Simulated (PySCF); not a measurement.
Si(Br)2 cation (Br2Si), SMILES Br[Si]Br (connectivity only; charge and spin as stated), charge +1, multiplicity 2. The structure is a stationary point at B3LYP-D3(BJ)/def2-TZVP. The spin state was assumed, not searched. The isomer is the one that the SMILES or the coordinates give; other isomers of the formula were not compared.

Level of theory: PySCF 2.14.0 with B3LYP-D3(BJ)/def2-TZVP.

Harmonic wavenumbers (cm⁻¹): 118, 380, 545. Rotational constants (GHz): 20.08, 0.8906, 0.8527; symmetry number 2.

Problem. Work out the zero-point energy and the ideal-gas rigid-rotor harmonic-oscillator thermochemistry at 298.15 K and 1 atm.

Solution. ZPE = ½ Σ hcν = ½ × 1043 cm⁻¹ = 1.49 kcal/mol. H − E(el) = 4.63 kcal/mol. Entropy in cal/(mol K): translation 41.60, rotation 26.07, vibration 4.72, spin 1.38, total 73.77. G − E(el) = -17.37 kcal/mol. Cp = 12.55 cal/(mol K). Modes under 150 cm⁻¹ make the vibrational entropy uncertain.
